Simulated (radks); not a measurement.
Species: neutral silver. Configuration: [Kr] 4d9 5s1 5p1 (not the ground configuration). All-electron calculation, scalar-relativistic Kohn-Sham, PBE, spin-polarised, spherical densities, finite nucleus; open shells are filled with parallel spins first (spin-orbit coupling, left out, can overturn this in heavy ions); Fermi nuclear charge, rms radius 4.5454 fm. Program: a radial shooting solver on a logarithmic mesh with Libxc functionals.

Unscreened Slater integrals over Kohn-Sham orbitals (cm^-1). They are taken over the spin-up orbitals.

| integral | value |
|---|---|
| F0(5p,5p) | 49258 |
| F2(5p,5p) | 25305 |
| F0(5p,5s) | 56724 |
| G1(5p,5s) | 33926 |
| F0(5p,4d) | 63870 |
| F2(5p,4d) | 14870 |
| G1(5p,4d) | 6203.5 |
| G3(5p,4d) | 4848.9 |
| F0(5p,4p) | 65102 |
| F2(5p,4p) | 10249 |
| G0(5p,4p) | 1738.4 |
| G2(5p,4p) | 2165.7 |
| F0(5s,5s) | 69467 |
| F0(5s,4d) | 85738 |
| G2(5s,4d) | 13796 |
| F0(5s,4p) | 88708 |
| G1(5s,4p) | 4917.0 |
| F0(4d,4d) | 148490 |
| F2(4d,4d) | 72909 |
| F4(4d,4d) | 47346 |
| F0(4d,4p) | 168660 |
| F2(4d,4p) | 82098 |
| G1(4d,4p) | 102970 |
| G3(4d,4p) | 62741 |
| F0(4p,4p) | 198380 |
| F2(4p,4p) | 103920 |

Derived for the open shells (J is the average intra-shell exchange parameter used in DFT+U). 4d: Racah B = F2/49 - 5 F4/441 = 951.1 cm^-1, C = 35 F4/441 = 3758 cm^-1, C/B = 3.95, F4/F2 = 0.649, J = (F2 + F4)/14 = 8590 cm^-1. 5p: J = F2/5 = 5061 cm^-1.
